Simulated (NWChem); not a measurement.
System: Ge$_{2}$H$_{3}$F$_{3}$; SMILES [GeH3][Ge]([F])([F])[F]

Excerpt of the output:

```
             Northwest Computational Chemistry Package (NWChem) 7.3.0
             --------------------------------------------------------

 C3  symmetry detected

                             Geometry "geometry" -> ""
                             -------------------------

 Output coordinates in angstroms (scale by  1.889725989 to convert to a.u.)

  No.       Tag          Charge          X              Y              Z
 ---- ---------------- ---------- -------------- -------------- --------------
    1 F                    9.0000     1.42204156    -0.68417056    -1.40869432
    2 Ge                  32.0000     0.00000000    -0.00000000    -0.71359732
    3 F                    9.0000    -0.11851169     1.57360940    -1.40869432
    4 F                    9.0000    -1.30352987    -0.88943884    -1.40869432
    5 Ge                  32.0000     0.00000000     0.00000000     1.70006568
    6 H                    1.0000     1.20955948     0.82138209     2.15591968
    7 H                    1.0000     0.10655802    -1.45820028     2.15591968
    8 H                    1.0000    -1.31611750     0.63681819     2.15591968

 Effective nuclear repulsion energy (a.u.)     727.8309982759

      Symmetry information
      --------------------

 Group name             C3
 Group number              5
 Group order               3
 No. of unique centers     4

  pbe96 is a nonlocal functional; adding pw91lda local functional.

                                 NWChem DFT Module
                                 -----------------

 Summary of "ao basis" -> "ao basis" (spherical)
 ------------------------------------------------------------------------------
       Tag                 Description            Shells   Functions and Types
 ---------------- ------------------------------  ------  ---------------------
 F                          def2-svp                 6       14   3s2p1d
 Ge                         def2-svp                12       32   5s4p3d
 H                          def2-svp                 3        5   2s1p

      Symmetry analysis of basis
      --------------------------

        a          43
        e+         39
        e-         39

  Rotation of axis

            General Information
            -------------------
          SCF calculation type: DFT
          Wavefunction type:  closed shell.
          No. of atoms     :     8
          No. of electrons :    94
           Alpha electrons :    47
            Beta electrons :    47
          Charge           :     0
          Spin multiplicity:     1
          Use of symmetry is: on ; symmetry adaption is: on
          Maximum number of iterations: 150
          AO basis - number of functions:   121
                     number of shells:    51
          Convergence on energy requested:  1.00D-06
          Convergence on density requested:  1.00D-05
          Convergence on gradient requested:  5.00D-04

              XC Information
              --------------
          PerdewBurkeErnzerhof Exchange Functional  1.000
            Perdew 1991 LDA Correlation Functional  1.000 local
           PerdewBurkeErnz. Correlation Functional  1.000 non-local

             Grid Information
             ----------------
          Grid used for XC integration:  medium
          Radial quadrature: Mura-Knowles
          Angular quadrature: Lebedev.
          Tag              B.-S. Rad. Rad. Pts. Rad. Cut. Ang. Pts.
          ---              ---------- --------- --------- ---------
          F                   0.50       49          12.0       434
          Ge                  1.25      112          10.0       590
          H                   0.35       45          10.0       434
          Grid pruning is: on
          Number of quadrature shells:   318
          Spatial weights used:  Erf1

      Superposition of Atomic Density Guess
      -------------------------------------

 Sum of atomic energies:       -4449.46235186

      Non-variational initial energy
      ------------------------------

 Total energy =   -4450.174373
 1-e energy   =   -7661.518936
 2-e energy   =    2483.513565
 HOMO         =      -0.373266
 LUMO         =       0.020408

      Symmetry analysis of molecular orbitals - initial
      -------------------------------------------------

  Numbering of irreducible representations:

     1 a           2 e+          3 e-

  Orbital symmetries:

     1 a           2 a           3 a           4 a           5 e+
     6 e+          7 a           8 a           9 e+         10 e+
    11 a          12 e+         13 e+         14 a          15 a
    16 e+         17 e+         18 a          19 e+         20 e+
    21 a          22 a          23 e+         24 e+         25 e+
    26 e+         27 a          28 e+         29 e+         30 e+
    31 e+         32 a          33 e+         34 e+         35 a
    36 a          37 e+         38 e+         39 a          40 e+
    41 e+         42 e+         43 e+         44 a          45 e+
    46 e+         47 a          48 a          49 e+         50 e+
    51 a          52 a          53 e+         54 e+         55 a
    56 a          57 e+

     ---------------------------------------------
      Total Density - Mulliken Population Analysis
     ---------------------------------------------

    Atom       Charge   Shell Charges
 -----------   ------   -------------------------------------------------------
    1 F    9     9.65   1.99  1.15  0.80  3.52  2.19  0.00
    2 Ge  32    30.20   2.00  2.00  2.00  0.94  0.17  6.00  5.98  0.65  0.30  8.16  1.81  0.20
    3 F    9     9.65   1.99  1.15  0.80  3.52  2.19  0.00
    4 F    9     9.65   1.99  1.15  0.80  3.52  2.19  0.00
    5 Ge  32    31.72   2.00  2.00  2.00  1.06  0.29  6.00  5.98  1.20  1.15  8.12  1.81  0.11
    6 H    1     1.04   0.66  0.37  0.01
    7 H    1     1.04   0.66  0.37  0.01
    8 H    1     1.04   0.66  0.37  0.01

[...]
```

Level: PBE/def2-SVP. Coordinates come from a PBE0/def2-SVP optimisation.

Task: Reconstruct the input file.

Result: One answer among several that fit: the input that was run:
```
start job
memory heap 200 mb stack 900 mb global 1100 mb
geometry units angstroms noautoz
  F      1.431231    -0.664732    -1.422313
  Ge     0.000000     0.000000    -0.727216
  F     -0.139941     1.571849    -1.422313
  F     -1.291290    -0.907117    -1.422313
  Ge     0.000000     0.000000     1.686447
  H      1.198256     0.837786     2.142301
  H      0.126416    -1.456613     2.142301
  H     -1.324672     0.618827     2.142301
end
basis spherical
  * library def2-svp
end
dft
  xc xpbe96 cpbe96
  iterations 150
  mulliken
end
task dft energy
```
